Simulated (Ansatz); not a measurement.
C₂H₃FSi (`C#C[SiH2]F`). Charge 0, multiplicity 1.

```xyz
7

C    -0.9068   -1.6849    0.4470
C    -0.3483   -0.6514    0.1752
Si    0.4641    0.9113   -0.2699
F     1.6522    1.1945    0.7566
H    -1.3980   -2.5995    0.6908
H     1.0415    0.8059   -1.6268
H    -0.5048    2.0239   -0.1729
```

Problem. Give the diagnostics of a CCSD(T)/def2-TZVPP run (frozen core, Ansatz 0.2.0). (Best estimate.)

Solution. The calculation gave: T1 = 0.0125, largest single amplitude 0.017, largest double 0.067, (T) share of the correlation energy 3.9 %, 10 CCSD cycles. The RHF solution is stable towards an unrestricted one. T1 lies under the customary mark of 0.02 for closed shells.
